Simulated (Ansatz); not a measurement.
Z-matrix (Å, degrees):
```
Sn
Zn 1 2.850
O 1 1.992 2 40.1
Si 1 2.622 2 51.2 3 180.0
H 1 1.710 2 122.7 3 -80.1
H 1 1.710 2 122.7 3 80.1
H 4 1.487 1 116.8 2 113.7
H 4 1.487 1 116.8 2 -113.7
```

Charge 0, multiplicity 1. Sn takes the def2 core potential.

List the PBE/def2-TZVPP orbital energies in eV (Ansatz 0.2.0). (Estimate.)

Ansatz gave: Occupied: -9407.41, -1779.96, -1133.91, -999.72, -999.70, -999.61, -509.20, -137.69, -133.10, -126.12, -94.46, -94.41, -94.39, -89.05, -89.02, -89.00, -83.55, -83.54, -83.32, -25.75, -25.51, -25.46, -25.44, -25.39, -21.64, -13.57, -12.21, -11.78, -11.76, -11.69, -11.63, -11.34, -8.92, -8.85, -8.10, -7.70, -6.18, -6.11, -5.92. Lowest empty: -3.06, -1.75, -1.23, -1.11, -0.08, 0.20, 0.68, 1.21.
